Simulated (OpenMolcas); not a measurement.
# N3+: input and output

Input:

```
&GATEWAY
Coord
1

N 0.0 0.0 0.0
Basis=ANO-RCC-VTZP
Group=XYZ
NoMove
AngMom=0.0 0.0 0.0
AMFI
&SEWARD
* reference wave functions (RASSCF and RASSI steps not shown): 2 electrons in 9 orbitals (RAS2 2s 2p; RAS3 3d, at most 2 electrons)
>>> COPY JOB001 $Project.JobIph
&CASPT2
Multistate=3 1 2 3
Frozen=0 0
IPEA=0.0
Imaginary=0.1
MaxIter=60
WThr=0.0 0.3 0.05
PrWF=0.5
NoMix
>>> COPY JOB002 $Project.JobIph
&CASPT2
Multistate=7 1 2 3 4 5 6 7
Frozen=0 0
IPEA=0.0
Imaginary=0.1
MaxIter=60
WThr=0.0 0.3 0.05
PrWF=0.5
NoMix
>>> COPY JOB003 $Project.JobIph
&CASPT2
Multistate=3 1 2 3
Frozen=0 0
IPEA=0.0
Imaginary=0.1
MaxIter=60
WThr=0.0 0.3 0.05
PrWF=0.5
NoMix
...
```

Output, cut to the results:

```
--- CASPT2 ---
Orbital specifications:
      -----------------------

      Symmetry species                           1   2
                                                ag  au
      Frozen orbitals                            0   0
      Inactive orbitals                          1   0
      Active orbitals                            6   3
      Secondary orbitals                         7  13
      Deleted orbitals                           0   0
      Number of basis functions                 14  16
Type of calculation                        MS-CASPT2
      Fock operator                              state-specific
      IPEA shift                                 0.00
      Real shift                                 0.00
      Imaginary shift                            0.10
      The input orbitals will be transformed to quasi-canonical
Reference energy:         -50.3878240087
      E2 (Non-variational):      -0.0110107066
      Shift correction:          -0.0000014684
      E2 (Variational):          -0.0110121749
      Total energy:             -50.3988361836
      Residual norm:              0.0000000911
      Reference weight:           0.99907
      Contributions to the CASPT2 correlation energy
      Active & Virtual Only:         -0.0028559844
      One Inactive Excited:          -0.0050698233
      Two Inactive Excited:          -0.0030848989
Reference energy:         -50.3878240087
      E2 (Non-variational):      -0.0110107066
      Shift correction:          -0.0000014684
      E2 (Variational):          -0.0110121749
      Total energy:             -50.3988361836
      Residual norm:              0.0000000911
      Reference weight:           0.99907
      Contributions to the CASPT2 correlation energy
      Active & Virtual Only:         -0.0028559844
      One Inactive Excited:          -0.0050698233
      Two Inactive Excited:          -0.0030848989
::    CASPT2 Root  1     Total energy:    -50.39883618
::    CASPT2 Root  2     Total energy:    -50.39883618
::    CASPT2 Root  3     Total energy:    -50.39883618
::    MS-CASPT2 Root  1     Total energy:    -50.39883618
::    MS-CASPT2 Root  2     Total energy:    -50.39883618
::    MS-CASPT2 Root  3     Total energy:    -50.39883618
--- CASPT2 ---
Orbital specifications:
      -----------------------

      Symmetry species                           1   2
                                                ag  au
      Frozen orbitals                            0   0
      Inactive orbitals                          1   0
      Active orbitals                            6   3
      Secondary orbitals                         7  13
      Deleted orbitals                           0   0
      Number of basis functions                 14  16
Type of calculation                        MS-CASPT2
      Fock operator                              state-specific
      IPEA shift                                 0.00
      Real shift                                 0.00
      Imaginary shift                            0.10
      The input orbitals will be transformed to quasi-canonical
Reference energy:         -51.1934664653
      E2 (Non-variational):      -0.0070141828
      Shift correction:          -0.0000013994
      E2 (Variational):          -0.0070155822
      Total energy:             -51.2004820475
      Residual norm:              0.0000002306
      Reference weight:           0.99931
      Contributions to the CASPT2 correlation energy
      Active & Virtual Only:         -0.0022615175
      One Inactive Excited:          -0.0023492032
      Two Inactive Excited:          -0.0024034620
Reference energy:         -50.3211690325
      E2 (Non-variational):      -0.0151594317
      Shift correction:          -0.0000051035
      E2 (Variational):          -0.0151645351
      Total energy:             -50.3363335677
      Residual norm:              0.0000006656
      Reference weight:           0.99786
      Contributions to the CASPT2 correlation energy
      Active & Virtual Only:         -0.0080756535
      One Inactive Excited:          -0.0040053778
      Two Inactive Excited:          -0.0030784004
::    CASPT2 Root  1     Total energy:    -51.20048205
::    CASPT2 Root  2     Total energy:    -50.33633357
::    CASPT2 Root  3     Total energy:    -50.33633358
::    CASPT2 Root  4     Total energy:    -50.33633422
::    CASPT2 Root  5     Total energy:    -50.33633518
::    CASPT2 Root  6     Total energy:    -50.33633519
::    CASPT2 Root  7     Total energy:    -50.11843953
::    MS-CASPT2 Root  1     Total energy:    -51.20050544
::    MS-CASPT2 Root  2     Total energy:    -50.33633590
::    MS-CASPT2 Root  3     Total energy:    -50.33633529
::    MS-CASPT2 Root  4     Total energy:    -50.33633466
::    MS-CASPT2 Root  5     Total energy:    -50.33633312
::    MS-CASPT2 Root  6     Total energy:    -50.33633279
::    MS-CASPT2 Root  7     Total energy:    -50.11841614
--- CASPT2 ---
Orbital specifications:
      -----------------------

      Symmetry species                           1   2
                                                ag  au
      Frozen orbitals                            0   0
      Inactive orbitals                          1   0
      Active orbitals                            6   3
      Secondary orbitals                         7  13
      Deleted orbitals                           0   0
      Number of basis functions                 14  16
Type of calculation                        MS-CASPT2
      Fock operator                              state-specific
      IPEA shift                                 0.00
      Real shift                                 0.00
      Imaginary shift                            0.10
      The input orbitals will be transformed to quasi-canonical
Reference energy:         -50.8871812798
      E2 (Non-variational):      -0.0068323833
      Shift correction:          -0.0000006302
      E2 (Variational):          -0.0068330136
...
```

Levels above the lowest, from the spin-orbit matrix with the multistate effective Hamiltonian, averaged by term, added to it:

```
Configuration  Term  J  E (cm⁻¹)  Measured (cm⁻¹)  Term weight %
          2s²    ¹S  0       0.0              0.0            100
        2s 2p   ³P°  0     67127            67209            100
        2s 2p   ³P°  1     67197            67272            100
        2s 2p   ³P°  2     67337            67416            100
        2s 2p   ¹P°  1    131832           130694            100
          2p²    ³P  0    175808           175535            100
          2p²    ³P  1    175877           175608            100
          2p²    ³P  2    176014           175733            100
          2p²    ¹D  2    189664           188882            100
          2p²    ¹S  0    237492           235369            100
```

Against the 9 measured excited levels shown (Moore, Selected Tables of Atomic Spectra, NSRDS-NBS 3, section 4) the mean absolute deviation is 570 cm-1; the largest miss in energy is 2p² ¹S₀: computed 237492, measured 235369 cm⁻¹ (+0.9 %).

Active for correlation alone: 3d; no level in the range computed is led by a configuration that fills it, so any true level of that kind is missing. Measured partners are found by configuration, term and J. A level has none where our copy of the source lacks it or the pairing is in doubt (some pairs that miss far off the trend of their configuration count as doubtful), and it then counts in no deviation. Levels of configurations outside the active space are missing. The first state left out of the spin-orbit step lies near 660000 cm-1 above the lowest spin-free state of the reference (among the parities and spins computed), and the list stops at four fifths of that energy or lower.

The term weight is that of the spin-free term in the level, not the purity of its configuration. ° marks odd parity.
